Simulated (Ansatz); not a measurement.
Isomers of K$_{17}$ (doublet), found by a short tight-binding search and relaxed with PBE/def2-SVP in Ansatz.

Correlated methods freeze 85 core orbitals; core or outer-core shells of K are correlated, in sets that lack core-valence functions. Single mean-field runs in def2-SVP, def2-TZVP are fitted with def2-universal-jkfit.

Run but left out: HF/def2-SVP, r2SCAN/def2-TZVP, PBE0/def2-TZVP, MP2/def2-SVP (A: ⟨S²⟩ 1.14 to 5.57, where a pure state has 0.75); revPBE/def2-TZVP, PBE0/def2-SVP (B: ⟨S²⟩ 1.06 to 1.12, where a pure state has 0.75).

B: At PBE/def2-TZVP the charge 0 doublet is spin-contaminated (final ⟨S²⟩ up to 0.83, 0.75 for a pure state).

Other spin states weren't relaxed.

A:

Cartesian coordinates in Å:
```
K 0.1049 2.5611 -6.4981
K 1.0233 -3.0272 -0.1569
K 1.3962 4.5600 1.9674
K -0.7869 1.0591 0.1963
K -2.7281 -3.1647 -2.5701
K -3.0793 1.2008 -3.3444
K -0.4830 0.7060 4.5751
K -1.9902 -6.1644 0.9062
K -1.9256 5.0493 -1.5747
K 3.7051 -1.4272 6.1812
K -3.1411 -1.9633 1.9678
K 2.0154 3.2546 -2.4668
K 0.4994 -3.6665 3.9995
K -2.2251 -1.3019 -6.9523
K 3.3090 2.9339 5.6748
K 1.1248 -0.7445 -3.8904
K 3.1811 0.1349 1.9855
```

B:

```xyz
17

K    -0.848    5.106    3.375
K     0.263   -0.113   -1.204
K     2.010   -0.879   -5.353
K    -1.587   -3.371   -3.667
K     2.598   -3.850   -1.905
K     4.640    0.469   -1.858
K    -2.115    1.080   -4.639
K    -4.510   -2.680    3.229
K    -4.177   -0.899   -0.889
K     2.455    3.194    1.053
K     2.821   -1.371    2.189
K    -1.915    3.857   -0.827
K    -0.893   -3.964    0.951
K     1.715    1.693    5.264
K    -0.273   -2.553    5.183
K     1.648    3.460   -3.591
K    -1.833    0.821    2.688
```

Q: Estimate which lies lowest at each level, and how far above it the others are (kJ/mol).

A: 
```tsv
level	A	B
PBE/def2-SVP	51.1	0.0
PBE/def2-TZVP	49.4	0.0
RPA@PBE/def2-SVP	75.4	0.0
```
Point groups (tolerance 0.1 Å): A not assigned, B not assigned. Lower isomers may exist.
